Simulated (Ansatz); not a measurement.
`C[Si](Cl)(Cl)c1ccccc1` + `N#CB(F)F` → `C[Si](Cl)(Cl)C#N` + `FB(F)c1ccccc1`  (redistribution)

Calculated with Ansatz (gas phase, PBE0-D4/def2-TZVP geometries, no zero-point term in ΔE). CBS: MP2 limit from def2 TZ/QZ plus the TZ coupled-cluster correction, frozen cores. Functionals use def2-TZVPP. One conformer a species, not always the lowest.

`C[Si](Cl)(Cl)c1ccccc1`:

Z-matrix (Å, degrees):
```
C
Si 1 1.850
H 1 1.092 2 109.6
H 1 1.092 2 110.7 3 -119.5
H 1 1.092 2 110.7 3 119.5
Cl 2 2.057 1 109.1 3 57.8
Cl 2 2.057 1 109.0 3 -58.2
C 2 1.853 1 114.1 3 179.8
C 8 1.395 2 120.6 1 0.9
C 8 1.396 2 120.8 1 -179.1
C 9 1.387 8 120.8 2 180.0
H 9 1.085 8 120.2 2 -0.1
C 10 1.384 8 120.7 2 -180.0
H 10 1.085 8 119.9 2 0.1
C 11 1.386 9 119.9 8 -0.0
H 11 1.084 9 120.0 8 180.0
H 13 1.084 10 119.9 8 -180.0
H 15 1.084 11 120.0 9 180.0
```

`N#CB(F)F`:

Cartesian coordinates in Å:
```
N 1.406 1.511 -0.421
C 0.638 0.686 -0.191
B -0.392 -0.421 0.117
F -0.779 -0.626 1.347
F -0.874 -1.150 -0.853
```

`C[Si](Cl)(Cl)C#N`:

Cartesian coordinates in Å:
```
C 0.227 -1.034 0.723
Si -0.179 0.639 0.081
Cl -2.085 1.178 0.535
Cl 1.116 2.046 0.770
C -0.050 0.662 -1.760
N 0.041 0.635 -2.907
H -0.466 -1.771 0.311
H 0.151 -1.047 1.812
H 1.245 -1.307 0.436
```

`FB(F)c1ccccc1`:

```xyz
14

F     0.440    2.711    1.806
B     0.162    1.422    1.916
F    -0.020    0.961    3.144
C     0.058    0.504    0.680
C     0.254    1.016   -0.606
C     0.160    0.194   -1.716
C    -0.132   -1.153   -1.554
C    -0.330   -1.679   -0.285
C    -0.235   -0.854    0.824
H     0.482    2.069   -0.730
H     0.314    0.601   -2.709
H    -0.205   -1.798   -2.423
H    -0.557   -2.731   -0.163
H    -0.390   -1.263    1.816
```

```tsv
level	ΔE (kJ/mol)
BLYP-D4	-18.5
ωB97M-V	-24.4
B2PLYP	-27.1
PBE-QIDH	-25.3
revPBE	-28.2
BLYP	-30.5
r2SCAN0	-29.7
CCSD(T)/def2-SVP	-20.7
```

**Question.** What does CCSD(T)/CBS give? (Estimate.)

**Answer.** Ansatz gave: -23.1 kJ/mol. The listed levels differ from it by 4.6, -1.3, -4.0, -2.2, -5.1, -7.4, -6.6, 2.4 kJ/mol.

Largest T1 diagnostic among the species: 0.014.

In def2-TZVPP, CCSD(T) changes the Hartree–Fock value by +14.4 kJ/mol (the triples alone add +2.5 kJ/mol) and MP2 by +18.7 kJ/mol. From BLYP to BHLYP (50 % exact exchange), in def2-TZVPP and without D4, ΔE moves by −3.5 kJ/mol. Leaving LDA and LC-ωPBE aside and taking each functional with its dispersion term where it has one, the values, not all of them listed here, spread over 10.8 kJ/mol, from B2PLYP to revPBE-D4.
